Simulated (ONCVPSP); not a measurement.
Which change was made? (N, ONCV)

* Element: nitrogen (N)
* Generator: ONCVPSP 4.0.1
* Type: optimised norm-conserving Vanderbilt (ONCV)
* Functional: LDA (Perdew-Wang 92)
* Relativity: scalar-relativistic
* Frozen core: [He]
* Valence charge: 5
* Reference configuration: 2s2 2p3
* Partial waves: 2s: rc 0.70 bohr, ncon 3, nbas 8, qcut 9.4 1/bohr, local; 2p: rc 2.45 bohr, ncon 4, nbas 9, qcut 5.3 1/bohr, 1 projector; d scattering state at 0.15 Ha: rc 2.65 bohr, ncon 4, nbas 9, qcut 3.5 1/bohr, 2 projectors, debl 2.5 Ha
* Local potential: the s channel
* Core correction: Teter function, fcfact 2.25, rcfact 1.45

Cutoffs, loose and tight: the cutoffs (Ha) at which the residual kinetic energy of the hardest occupied pseudo-wave falls to 1 and 0.1 mHa per electron. They do not see the model core or the augmentation charge, which bear on the density cutoff. Test errors are all-electron minus pseudo excitation energies from the reference, over the configurations 2s2 2p2; 2s2 2p1; 2s2 2p0; 2s2 2p2.5; variants that change the core or the reference have their own tests.

The base gives: outcome: generated; cutoff, loose: 30 Ha; cutoff, tight: 261 Ha; bound ghosts: d; GHOST(+) flags above zero: none; largest test error (meV): +4109.

Problem. After one change the result is: outcome: generated; cutoff, loose: 30 Ha; cutoff, tight: 261 Ha; bound ghosts: d; GHOST(+) flags above zero: none; largest test error (meV): +2776. Which change was it?
A. s: qcut 14.4
B. reference 2s1 2p4
C. p: rc 2.02

Solution. C. The others give: s: qcut 14.4 → outcome: generated; cutoff, loose: 70 Ha; cutoff, tight: 90 Ha; bound ghosts: d; GHOST(+) flags above zero: none; largest test error (meV): +4109 | reference 2s1 2p4 → outcome: generated; cutoff, loose: 30 Ha; cutoff, tight: 260 Ha; bound ghosts: d; GHOST(+) flags above zero: none; largest test error (meV): +1755.
